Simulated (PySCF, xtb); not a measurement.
C₂H₄N₂OSi, SMILES N#C/N=C/O[SiH3]. One conformer was computed; it need not be the lowest.

Harmonic wavenumbers (cm⁻¹) from GFN2-xTB (xtb 6.7.1) at its own minimum, in rising order: 80, 103, 143, 180, 243, 515, 528, 547, 604, 658, 689, 739, 770, 799, 889, 1096, 1281, 1336, 1700, 2311, 2321, 2347, 2370, 2873.

Q: What does PBE0-D3(BJ)/def2-SVP (PySCF) give at its own minimum? (Estimate from the structure and the level; the computed values follow.)

A: 101, 132, 210, 212, 287, 564, 571, 603, 702, 708, 751, 931, 937, 951, 1025, 1126, 1346, 1411, 1750, 2280, 2298, 2298, 2388, 3150. Paired by order, the mean absolute difference is 76 cm⁻¹ and the zero-point energies are 35.9 and 38.2 kcal/mol.
